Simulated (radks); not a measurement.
Radial electron density D(r) = 4 pi r^2 rho(r) of an atom or ion with 14 electrons. Calculated with a radial shooting solver on a logarithmic mesh with Libxc functionals: Dirac Kohn-Sham, LB94 model potential, spin-unpolarised, spherical densities, finite nucleus; Fermi nuclear charge, rms radius of each element as measured or else 0.836 A^(1/3) + 0.57 fm.

```
   r/bohr * D(r) (the largest magnitude, 105, reaches the edge; | marks zero)
0.0008358 | *
0.0009274 | *
 0.001037 |  *
 0.001151 |  *
 0.001287 |   *
 0.001429 |    *
 0.001598 |     *
 0.001773 |      *
 0.001983 |       *
   0.0022 |        *
 0.002461 |          *
 0.002731 |           *
 0.003055 |             *
 0.003389 |               *
 0.003791 |                  *
 0.004207 |                    *
 0.004705 |                       *
 0.005221 |                          *
 0.005839 |                             *
 0.006479 |                                *
 0.007247 |                                    *
 0.008042 |                                       *
 0.008995 |                                         *
 0.009981 |                                            *
  0.01116 |                                              *
  0.01239 |                                               *
  0.01385 |                                               *
  0.01537 |                                               *
   0.0172 |                                              *
  0.01908 |                                             *
  0.02134 |                                           *
  0.02368 |                                         *
  0.02649 |                                        *
  0.02939 |                                       *
  0.03287 |                                        *
  0.03648 |                                          *
   0.0408 |                                             *
  0.04527 |                                                *
  0.05063 |                                                   *
  0.05618 |                                                      *
  0.06284 |                                                      *
  0.06973 |                                                    *
  0.07799 |                                                *
  0.08654 |                                         *
   0.0968 |                                  *
   0.1074 |                           *
   0.1201 |                    *
   0.1333 |                 *
   0.1491 |               *
   0.1654 |              *
   0.1851 |              *
   0.2053 |             *
   0.2297 |          *
   0.2548 |       *
    0.285 |    *
   0.3163 |  *
   0.3538 |*
   0.3925 |*
   0.4391 *
   0.4872 *
   0.5449 *
   0.6046 *
   0.6763 *
```

What is the nuclear charge?

Answer. Z = 67. The innermost maximum, from 1s, lies near gamma/Z bohr with gamma = sqrt(1 - (Z/c)^2) = 0.872, here 0.013 bohr (found: 0.0141), and its height grows with Z. The density is that of the holmium ion Ho53+ in [Ne] 3s2 3p2; the configuration itself is not fixed sharply by these data, and Z only to a few units. D(r) has 2 maxima, at r = 0.0141, 0.0609 bohr, and minima at 0.0294 bohr, inside which lie 2.11 electrons.
